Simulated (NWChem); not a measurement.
# H4BO3 cation; SMILES OB([OH2+])O

```xyz
8

O      1.3958     0.0257     0.0350
B      0.0865     0.1730    -0.0109
O     -0.6707     1.2465    -0.0240
O     -0.5340    -1.1984    -0.0549
H      1.9373     0.8234     0.1062
H     -1.6310     1.2787     0.0181
H      0.0729    -1.9630    -0.0882
H     -1.4468    -1.4156    -0.3089
```
Atoms are numbered in this order, from 1.

Computed with NWChem. The geometry was optimised at PBE0/def2-SVP. GIAO values for the isolated, static molecule; σ is the absolute isotropic shielding, δ = σ(reference) − σ with the isolated reference molecule computed at the same levels (11B: boron trifluoride, 1H: tetramethylsilane, 17O: water).

Q: What does the run give for PBE0/pcSseg-1? Quantities: δ O1 (ppm); δ B2 (ppm); δ O3 (ppm); δ H5 (ppm); δ H6 (ppm); δ H7 (ppm); δ H8 (ppm).

A: 
| Quantity | Result |
|---|---|
| δ O1 (ppm) | 91.7 |
| δ B2 (ppm) | 1.0 |
| δ O3 (ppm) | 83.3 |
| δ H5 (ppm) | 5.62 |
| δ H6 (ppm) | 5.01 |
| δ H7 (ppm) | 6.86 |
| δ H8 (ppm) | 6.16 |
